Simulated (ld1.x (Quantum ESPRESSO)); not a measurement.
**An all-electron radial function and its pseudo partner (barium (Ba))**

Columns: radius, all-electron u(r) and pseudo u(r) of the 5d shell (level -13.03 eV) of barium in the configuration [Kr] 4d10 5s2 5p6 5d0 6s0 6p0; LDA (PZ), scalar-relativistic, TM scheme, ld1.x (Quantum ESPRESSO) 7.5.

| r (bohr) | all-electron | pseudo |
| --- | --- | --- |
| 0.138 | 0.1760 | 0.0007 |
| 0.275 | 0.0712 | 0.0058 |
| 0.413 | -0.1664 | 0.0192 |
| 0.550 | -0.2854 | 0.0434 |
| 0.688 | -0.2691 | 0.0805 |
| 0.825 | -0.1692 | 0.1299 |
| 0.963 | -0.0324 | 0.1907 |
| 1.100 | 0.1091 | 0.2592 |
| 1.238 | 0.2413 | 0.3323 |
| 1.375 | 0.3548 | 0.4047 |
| 1.513 | 0.4490 | 0.4730 |
| 1.650 | 0.5227 | 0.5326 |
| 1.788 | 0.5785 | 0.5818 |
| 1.925 | 0.6177 | 0.6185 |
| 2.062 | 0.6430 | 0.6431 |
| 2.200 | 0.6565 | 0.6565 |
| 2.338 | 0.6599 | 0.6599 |
| 2.475 | 0.6552 | 0.6552 |
| 2.613 | 0.6437 | 0.6437 |
| 2.750 | 0.6271 | 0.6271 |
| 2.888 | 0.6062 | 0.6062 |
| 3.025 | 0.5824 | 0.5824 |
| 3.162 | 0.5563 | 0.5563 |
| 3.300 | 0.5285 | 0.5285 |
| 3.438 | 0.4999 | 0.4999 |
| 3.575 | 0.4711 | 0.4711 |

(1) How many radial nodes do the two functions have?

(2) At about which radius was the pseudo-wave matched?

(3) Is the pseudo-wave norm-conserving?

Results:

(1) The all-electron 5d function has n − l − 1 = 2; the pseudo-wave has 0, since the states of the same l below it are removed with the core.

(2) 2.35 bohr. The columns agree to 0.0005 from 2.06 bohr on; several derivatives are matched, so the curves merge somewhat inside the radius.

(3) Yes: the TM scheme keeps the norm inside the radius equal to the all-electron one, which fixes the energy derivative of the logarithmic derivative at the level.
